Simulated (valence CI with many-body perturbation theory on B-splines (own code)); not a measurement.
# Level structure of La6+

Computed by relativistic CI+MBPT: five valence electrons over a frozen Dirac-Fock core [Kr] 4d10, a basis of 7 s, 7 p, 7 d, 7 f, 4 g, 2 h functions for each j, with the one-electron correlation potential Σ1, the two-electron term Σ2, the three-electron term Σ3, Breit, model QED; selected CI, second order for the rest, scaled by the run's own slope (own B-spline code, finite nucleus).

Against measured spectra of neutral and singly charged lanthanides and actinides this method errs by a few hundred cm⁻¹ within a configuration and by up to about 5,000 between configurations. No measured levels were compared; by estimate levels hold to about 250 cm⁻¹ or 0.2 % of their energy and the worst to 1 %, as in measured heavy ions of charge 2 to 7; those with d or f electrons hold less well. Core correlation moves these levels by up to 19000 cm⁻¹, and in measured spectra 5 to 20 % of such shifts remained as error; rates that hang on mixing are uncertain with them. Among the levels kept, up to 680 cm⁻¹ of a level comes from second order outside the variational space, and about a tenth of that is noise between levels of different J, which matters for small intervals.

Levels 46 to 50 of 50, with energies above the lowest level, 5s²5p³ ⁴S°_3/2. "Leading %" is the weight of the configuration and term that name the level; weights of strongly mixed levels are sums over their largest components and can fall short.

```
No.  Configuration  Term    J  E (cm⁻¹)  Leading %      g  Second component
 46       5s²5p²5d    ⁴F  7/2    217400         77  1.243  11 % 5s²5p²5d ⁴D
 47       5s²5p²5d    ⁴D  1/2    218210         62  0.553     16 % 5s5p⁴ ²S
 48       5s²5p²5d    ²F  7/2    221200         49  1.234  36 % 5s²5p²5d ⁴D
 49       5s²5p²5d    ⁴D  3/2    222120         67  1.117  12 % 5s²5p²5d ⁴F
 50       5s²5p²5d    ⁴F  9/2    224570         68  1.278  24 % 5s²5p²5d ²G
```

Names give the largest LS component (configuration and term), which can be under half, so a name can repeat, a term be missing and a line seem to break the LS rules; names also repeat where a configuration has a term twice.
